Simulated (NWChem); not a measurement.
System: C$_{3}$H$_{4}$O$_{2}$Si; SMILES C1(=C)OC(=O)[SiH2]1

The following NWChem deck was run.

```
start job
memory heap 200 mb stack 900 mb global 1100 mb
geometry units angstroms noautosym nocenter noautoz
  C     -0.679668     2.303817     0.000000
  C     -0.248340     1.046601     0.000000
  O     -1.118364    -0.050640     0.000000
  C     -0.272211    -1.152083     0.000000
  O     -0.654293    -2.272623     0.000000
  Si     1.309315    -0.014942     0.000000
  H     -1.748244     2.536543     0.000000
  H      0.034547     3.128349     0.000000
  H      2.152867    -0.024478    -1.227198
  H      2.152867    -0.024478     1.227198
end
basis spherical
  C library 6-31g*
  O library 6-31g*
  Si library 6-31g*
  H library 6-31g*
end
dft
  xc b3lyp
  iterations 150
end
property
  response 1 0.0773
end
task dft property
```

Excerpt of the output:

```
             Northwest Computational Chemistry Package (NWChem) 7.3.0
             --------------------------------------------------------

                             Geometry "geometry" -> ""
                             -------------------------

 Output coordinates in angstroms (scale by  1.889725989 to convert to a.u.)

  No.       Tag          Charge          X              Y              Z
 ---- ---------------- ---------- -------------- -------------- --------------
    1 C                    6.0000    -0.67966800     2.30381700     0.00000000
    2 C                    6.0000    -0.24834000     1.04660100     0.00000000
    3 O                    8.0000    -1.11836400    -0.05064000     0.00000000
    4 C                    6.0000    -0.27221100    -1.15208300     0.00000000
    5 O                    8.0000    -0.65429300    -2.27262300     0.00000000
    6 Si                  14.0000     1.30931500    -0.01494200     0.00000000
    7 H                    1.0000    -1.74824400     2.53654300     0.00000000
    8 H                    1.0000     0.03454700     3.12834900     0.00000000
    9 H                    1.0000     2.15286700    -0.02447800    -1.22719800
   10 H                    1.0000     2.15286700    -0.02447800     1.22719800

 Effective nuclear repulsion energy (a.u.)     270.6555232374

                              NWChem Property Module
                              ----------------------

                                 NWChem DFT Module
                                 -----------------

 Summary of "ao basis" -> "ao basis" (spherical)
 ------------------------------------------------------------------------------
       Tag                 Description            Shells   Functions and Types
 ---------------- ------------------------------  ------  ---------------------
 C                           6-31g*                  6       14   3s2p1d
 O                           6-31g*                  6       14   3s2p1d
 Si                          6-31g*                  8       18   4s3p1d
 H                           6-31g*                  2        2   2s

            General Information
            -------------------
          SCF calculation type: DFT
          Wavefunction type:  closed shell.
          No. of atoms     :    10
          No. of electrons :    52
           Alpha electrons :    26
            Beta electrons :    26
          Charge           :     0
          Spin multiplicity:     1
          Use of symmetry is: off; symmetry adaption is: off
          Maximum number of iterations: 150
          AO basis - number of functions:    96
                     number of shells:    46
          Convergence on energy requested:  1.00D-06
          Convergence on density requested:  1.00D-05
          Convergence on gradient requested:  5.00D-04

              XC Information
              --------------
                         B3LYP Method XC Potential
                     Hartree-Fock (Exact) Exchange  0.200
                        Slater Exchange Functional  0.800 local
                    Becke 1988 Exchange Functional  0.720 non-local
              Lee-Yang-Parr Correlation Functional  0.810
                  VWN I RPA Correlation Functional  0.190 local

             Grid Information
             ----------------
          Grid used for XC integration:  medium
          Radial quadrature: Mura-Knowles
          Angular quadrature: Lebedev.
          Tag              B.-S. Rad. Rad. Pts. Rad. Cut. Ang. Pts.
          ---              ---------- --------- --------- ---------
          C                   0.70       49          11.0       434
          O                   0.60       49          12.0       434
          Si                  1.10       88          10.0       590
          H                   0.35       45          12.0       434
          Grid pruning is: on
          Number of quadrature shells:   513
          Spatial weights used:  Erf1

      Superposition of Atomic Density Guess
      -------------------------------------

 Sum of atomic energies:        -553.29970459

      Non-variational initial energy
      ------------------------------

 Total energy =    -556.141377
 1-e energy   =   -1298.772077
 2-e energy   =     471.975177
 HOMO         =      -0.278282
 LUMO         =       0.001788

   convergence    iter        energy       DeltaE   RMS-Dens  Diis-err
 ---------------- ----- ----------------- --------- --------- ---------
 d= 0,ls=0.0,diis     1   -556.4507483107 -8.27D+02  1.86D-02  1.27D+00
 d= 0,ls=0.0,diis     2   -556.0455032388  4.05D-01  1.32D-02  5.55D+00
 d= 0,ls=0.0,diis     3   -556.5892370593 -5.44D-01  3.73D-03  1.55D-01
 d= 0,ls=0.0,diis     4   -556.5963434381 -7.11D-03  1.60D-03  9.23D-02
 d= 0,ls=0.0,diis     5   -556.6049100005 -8.57D-03  3.82D-04  1.94D-03
  Resetting Diis
 d= 0,ls=0.0,diis     6   -556.6050693125 -1.59D-04  1.60D-04  2.79D-04
 d= 0,ls=0.0,diis     7   -556.6051064283 -3.71D-05  8.60D-05  2.83D-05
 d= 0,ls=0.0,diis     8   -556.6050986501  7.78D-06  5.64D-05  9.34D-05
 d= 0,ls=0.0,diis     9   -556.6051098940 -1.12D-05  5.01D-06  4.40D-07
 d= 0,ls=0.0,diis    10   -556.6051099378 -4.38D-08  1.78D-06  4.22D-08

[...]

 DFT Linear Response polarizability / au
 Frequency  =       0.0773000 / au
 Wavelength =     589.4353558 / nm
              X              Y              Z
 -----------------------------------------------
 X      61.9552174     -5.3432692     -0.0000000
 Y      -5.3433949     80.1579170     -0.0000000
 Z      -0.0000000     -0.0000000     35.6534846
 -----------------------------------------------
 Eigenvalues =      60.5026535     81.6104809     35.6534846
 Isotropic   =      59.2555397
 Anisotropic =      39.8438645
 -----------------------------------------------

 Magnetic Dipole Response Matrix (nonzero elements):

 Exiting AOResponse driver routine
```

Level: B3LYP/6-31G* (spherical d). Coordinates come from a PBE0/def2-SVP optimisation.
